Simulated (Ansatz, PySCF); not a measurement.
Caution: the highest occupied level lies above zero, so the state may not be bound. This singlet lies 1.08 eV below the relaxed triplet at the level composite: frozen-core CCSD(T) with HF/aug-cc-pVQZ and the correlation energy extrapolated as X^-3 from aug-cc-pVTZ and aug-cc-pVQZ, plus CCSDT(Q) minus CCSD(T) in aug-cc-pVDZ // B3LYP-D3(BJ)/def2-TZVPD (Ansatz, an electronic-structure program).

B3LYP has the VWN-RPA correlation part, as in Gaussian. 

**HAlF, SMILES `[AlH-][F]` (lower singlet) (charge -1, multiplicity 1)**

These are B3LYP-D3(BJ)/def2-TZVPD (PySCF) values and carry that method's errors.

The HOMO is 0.56 eV and the total energy is -9334.09 eV. The cost is very roughly 5 core-seconds.

Bond lengths (Å): F1–Al2 1.743, Al2–H3 1.719. Angles (°): F1–Al2–H3 98.0.
Charge -1, spin multiplicity 1.
